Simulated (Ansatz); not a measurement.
Cost and result for the atomization energy of `[GeH3][CH]1CO1` (10 atoms, 10 bonds).

```
atom   x (Å)   y (Å)   z (Å)
 Ge1   0.163  -1.419   0.369
  C2  -0.316   0.476   0.403
  C3   0.099   1.386  -0.667
  O4  -1.228   0.908  -0.609
  H5   1.379  -1.662   1.280
  H6  -1.017  -2.268   0.867
  H7   0.507  -1.799  -1.079
  H8  -0.505   0.925   1.378
  H9   0.696   1.010  -1.495
 H10   0.221   2.444  -0.446
```

The species carries charge 0 and has multiplicity 1. Correlated methods include outer-core shells of Ge, which these sets cover unevenly. Scalar relativity is left out up to krypton. The geometry is a stationary point of PBE0-D4/def2-TZVP. Program: Ansatz. All runs use 4 threads of an Intel Xeon Platinum 8488C on a shared host. Times are those of one run each, without the atoms' runs, and a repeat can differ threefold. Electronic energies, without spin–orbit coupling; frozen cores. CCSD(T)/CBS adds CCSD(T) − MP2 in def2-TZVPP to the MP2 limit, and its time is that of the two runs behind it. T1 = 0.012. With those shells the extrapolation isn't a true limit. B3LYP takes the VWN-RPA correlation (the form of Gaussian; ORCA's B3LYP/G).

CCSD(T)/CBS is a level of theory with its own doubt, some kJ/mol a heavy atom from the limit and from the frozen cores, so smaller differences don't rank the functionals.

```
                             level  functions  wall time  atomization (kJ/mol)  difference from CCSD(T)/CBS  per bond
   PBE-D4/def2-TZVPP (with forces)        225      1.5 s                3539.4                         66.4       6.6
                PBE0-D4/def2-TZVPP        225      1.8 s                3471.9                         -1.1      -0.1
r2SCAN-D4/def2-TZVPP (with forces)        225      2.5 s                3481.5                          8.5       0.9
 B3LYP-D4/def2-TZVPP (with forces)        225      2.6 s                3452.1                        -20.9      -2.1
                 B2PLYP/def2-TZVPP        225      3.1 s                3423.9                        -49.1      -4.9
                ωB97X-V/def2-TZVPP        225        4 s                3487.3                         14.3       1.4
  ωB97M-V/def2-TZVPP (with forces)        225      5.5 s                3465.5                         -7.5      -0.7
                    MP2/def2-QZVPP        440       13 s                3483.4                         10.4       1.0
                CCSD(T)/def2-TZVPP        225       62 s                3395.0                        -78.0      -7.8
                 CCSD(T)/CBS(def2)          –       75 s                3473.0                          0.0       0.0
```

The D4 term adds +27.4 kJ/mol with B3LYP and +14.2 kJ/mol with PBE0; it sums over pairs of atoms, weighted by their polarisabilities, and B3LYP, whose exchange is more repulsive, gets the larger term. In def2-TZVPP, CCSD(T) changes the Hartree–Fock value by +949.0 kJ/mol (the triples alone add +55.5 kJ/mol) and MP2 by +991.8 kJ/mol; breaking electron pairs costs correlation energy, which Hartree–Fock lacks. From PBE to PBE0 (25 % exact exchange), in def2-TZVPP and without D4, the atomization energy moves by −64.8 kJ/mol: exact exchange takes away binding that semilocal exchange gives to molecules.
